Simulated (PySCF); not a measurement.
**Ag⁺: interval between two levels**

Ag⁺ [Kr] 4d10 → Ag⁺ [Kr] 4d9 5s1 [3D3, M_J = 3], as a difference of total energies. Calculation: PySCF 2.14, in x2c-SVPall-2c with one added diffuse shell each of s, p, d type (7s9p7d1f, 76 functions); the two-component X2C-1e Hamiltonian. Correlated levels: [Ar] 3d10 frozen; the 6 highest virtual spinors dropped. "Screened" scales the spin-orbit matrix elements by Boettger's factors to mimic the two-electron term; Breit and QED terms are absent.

| method | interval between two levels (cm⁻¹) |
| --- | --- |
| GHF (spin-free) | 38089 |
| GMP2 (spin-free) | 43802 |
| GHF (screened spin-orbit) | 36221 |
| GMP2 (screened spin-orbit) | 41853 |

The spin-free rows relax to the high-spin LS determinant and lack the spin-orbit shift.

Errors of the correlated levels include the incompleteness of this basis and the frozen core.

The labels give the starting determinants; with spin-orbit coupling the two ends relaxed to ⟨J²⟩ = 0.00, ⟨L²⟩ = 0.01, ⟨S²⟩ = 0.01 and ⟨J²⟩ = 12.01, ⟨L²⟩ = 6.02, ⟨S²⟩ = 2.01.

Which method comes closest to the reference value, and which is furthest?

The reference is 39168 cm⁻¹ (measured; NIST Handbook of Basic Atomic Spectroscopic Data (Sansonetti and Martin, J. Phys. Chem. Ref. Data 34, 1559 (2005))). Closest: GHF (spin-free) (error -1079.4 cm⁻¹); furthest: GMP2 (spin-free) (error 4634.1 cm⁻¹).
